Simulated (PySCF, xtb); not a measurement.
As2, SMILES [As]#[As].

Harmonic wavenumbers (cm⁻¹) from GFN2-xTB (xtb 6.7.1) at its own minimum, in rising order: 503.

Problem. What does PBE0-D3(BJ)/def2-TZVP in PySCF give at its own minimum? (The exact figures need the calculation; the answer reports its results.)

Solution. 467. Paired by order, the mean absolute difference is 36 cm⁻¹ and the zero-point energies are 0.7 and 0.7 kcal/mol.
